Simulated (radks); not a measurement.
The numbers below are computed, except where a source is named.
Species: Cd XXVII. Configuration: [Ar] 3d4.

Level of theory: scalar-relativistic Kohn-Sham, r2SCAN, spin-unpolarised, spherical densities, finite nucleus; meta-GGA in the generalised Kohn-Sham scheme; Fermi nuclear charge, rms radius 4.6087 fm (a radial shooting solver on a logarithmic mesh with Libxc functionals).

Energy parts (hartree):
part                        energy
total                  -5175.35164
kinetic                 5402.19621
electron-nucleus      -11589.41178
Hartree                 1129.33380
exchange-correlation    -117.46987

Orbitals (lengths in bohr, moments of r in powers of bohr; r(max) is where P^2 peaks):
| orbital | occ. | eigenvalue (hartree) | <r> | <r^4> | <r^2> | r(max) |
|---|---|---|---|---|---|---|
| 1s | 2 | -1017.094 | 0.03040 | 4.073e-06 | 0.001250 | 0.01968 |
| 2s | 2 | -185.2027 | 0.1308 | 0.0006948 | 0.02016 | 0.1109 |
| 2p | 6 | -170.3902 | 0.1141 | 0.0004964 | 0.01588 | 0.08879 |
| 3s | 2 | -61.77542 | 0.3360 | 0.02445 | 0.1285 | 0.3117 |
| 3p | 6 | -56.87634 | 0.3298 | 0.02420 | 0.1255 | 0.3025 |
| 3d | 4 | -49.90590 | 0.2979 | 0.01829 | 0.1033 | 0.2473 |
| 4s | 0 | -29.43026 | 0.6707 | 0.3524 | 0.5052 | 0.6620 |
| 4p | 0 | -27.54872 | 0.6802 | 0.3830 | 0.5231 | 0.6717 |

The highest occupied level is 3d at -1358.0 eV. The electron density at the nucleus is 1.636e+05 e/bohr^3 (large components only).
